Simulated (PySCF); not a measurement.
A calculated (UHF, PySCF 2.14, x2c-TZVPPall, scalar relativity by spin-free X2C-1e) atom or ion has these occupied shells.

```json
{"shell": "1s", "electrons": "2", "orbital energy (eV)": "-259.72", "rms radius, mean of both spins (bohr)": "0.377"}
```

**Question.** Name the element and its charge.

**Answer.** B³⁺ (boron, charge +3), in 1s2, closed-shell 1S.
